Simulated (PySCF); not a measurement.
C5H10SSi.
Geometry (GFN2-xTB, Å), atoms numbered from 1 in this order:
```
atom  x, y, z in Å
C1     3.0771    1.1762    0.7216
C2     2.6269    0.1622    0.2569
Si3    1.8458   -1.3353   -0.4947
S4     0.0023   -0.7045   -1.3987
C5    -0.8100    0.1871    0.0017
C6    -1.5987   -0.7954    0.8499
C7    -1.6966    1.2741   -0.5814
H8     3.4874    2.0549    1.1304
H9     2.6310   -1.8581   -1.5989
H10    1.5751   -2.3000    0.5713
H11   -0.0050    0.6390    0.5873
H12   -2.3610   -1.2819    0.2449
H13   -2.0860   -0.2719    1.6710
H14   -0.9472   -1.5607    1.2661
H15   -1.1075    1.9594   -1.1860
H16   -2.1756    1.8344    0.2195
H17   -2.4652    0.8326   -1.2119
```

The calculation used PySCF, TDDFT PBE0/def2-SVPD, vertical, gas phase, core orbitals frozen in the response.

Computed states:

```csv
state,E (eV),f
S1,5.05,0.012
S2,5.69,0.0055
S3,5.83,0.0023
S4,6.01,0.0052
S5,6.31,0.013
S6,6.42,0.0073
S7,6.44,0.015
S8,6.74,0.018
```

Each state is given a Gaussian of 0.25 eV full width at half maximum, with ε(max) = 2.175×10⁸ f / Δν̃ (Δν̃ the width in cm⁻¹). The width is an assumption, not a result. The curve ends short of the highest state used, and states not computed would add to its high-energy end.

**Question.** Give the broadened spectrum and its maxima.

**Answer.** 
λ (nm), ε (L mol⁻¹ cm⁻¹) and a bar:
```
    201.8        722 ################
    202.9        631 ##############
    204.1        617 ##############
    205.2        635 ##############
    206.4        650 ###############
    207.5        645 ###############
    208.7        622 ##############
    209.8        600 ##############
    211.0        591 #############
    212.1        605 ##############
    213.3        641 ###############
    214.4        683 ################
    215.6        720 ################
    216.7        731 #################
    217.9        706 ################
    219.0        648 ###############
    220.2        553 #############
    221.3        450 ##########
    222.5        335 ########
    223.6        241 #####
    224.8        157 ####
    225.9        100 ##
    227.1         58 #
    228.2         34 #
    229.4         22 
    230.5         20 
    231.7         30 #
    232.8         51 #
    234.0         93 ##
    235.1        154 ###
    236.3        252 ######
    237.4        372 ########
    238.6        534 ############
    239.7        704 ################
    240.9        897 ####################
    242.0       1062 ########################
    243.2       1207 ############################
    244.3       1291 #############################
    245.5       1316 ##############################
    246.6       1278 #############################
    247.8       1177 ###########################
    248.9       1044 ########################
    250.1        873 ####################
    251.2        710 ################
    252.4        542 ############
    253.5        406 #########
    254.7        285 ######
    255.8        198 ####
    257.0        128 ###
    258.1         82 ##
    259.3         49 #
    260.4         30 #
    261.5         17 
    262.7          9 
    263.8          5 
    265.0          3
```

Maxima: 245 nm (5.05 eV), ε about 1300, made up of S1 (100%); 217 nm (5.73 eV), ε about 730, made up of S2 (77%) and S3 (21%); 207 nm (6.00 eV), ε about 650, made up of S3 (10%) and S4 (85%) (ε in L mol⁻¹ cm⁻¹; maxima over ε = 5, shares over 10%). At its high-energy end, 6.14 eV, the curve is still rising (ε about 710, from S4 and S5).

**Question.** Coming from long wavelengths, where does ε first pass 100 L mol⁻¹ cm⁻¹?

**Answer.** At about 258 nm (4.81 eV), 0.24 eV below S1.

**Question.** On this curve, what absorbance would a 10⁻⁵ mol/L sample give at 222 nm over a 1 cm path?

**Answer.** 222 nm is 5.585 eV, where ε is about 380 L mol⁻¹ cm⁻¹, so A = ε c l ≈ 0.0038 (Beer–Lambert, with the gas-phase spectrum and the assumed width).

**Question.** What would ε be at 5.05 eV, the highest of these maxima, with half the width (0.125 eV)?

**Answer.** About 2630 L mol⁻¹ cm⁻¹ against 1320, a factor of about 2.00; a lone state at its own centre would give exactly 2.

One conformer stands for the species.
